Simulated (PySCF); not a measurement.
C4H11BO: core ionisation energies

Compound: BEt2(OH), C₄H₁₁BO.
Bonds: B1–C2, B1–C9, B1–O16, C2–C3, C9–C10. Hydrogens: H4, H5 on C2; H6, H7, H8 on C3; H11, H12 on C9; H13, H14, H15 on C10; H17 on O16.

Method used: PySCF 2.14.0, delta-SCF UKS SCAN, pcX-2 on the ionised atom, pcseg-1 elsewhere, spin-free X2C. Each binding energy is the total energy of the core-ionised species, with the hole localised on one atom, minus that of the ground state; both are solved self-consistently, so orbital relaxation is included.

Q: What binding energy does each computed site have?

A: 
```tsv
atom(s)	bonded to	level	binding energy (eV)	above the level's lowest (eV)	count
B1	O and 2 C	B 1s	196.04	0.00	1
C2/C9	C, 2 H and B	C 1s	289.78	0.00	2
C3/C10	C and 3 H	C 1s	290.46	+0.68	2
O16	H and B	O 1s	538.87	0.00	1
```

Lowest listed C 1s: C2/C9, bonded to C, 2 H and B. Highest, 0.68 eV above it: C3/C10, bonded to C and 3 H.

Q: Express the binding energy of C 1s of C3/C10 in atomic units and per mole.

A: 290.46 eV = 10.6742 Eh = 28025 kJ/mol.

One atom of each set of topologically equivalent atoms was ionised and stands for the set; in this conformer not all members are related by symmetry, and their own values weren't computed. One conformer (not necessarily the lowest) at the PBE0-D3(BJ)/def2-SVP geometry, without solvent, vibrations or thermal averaging.
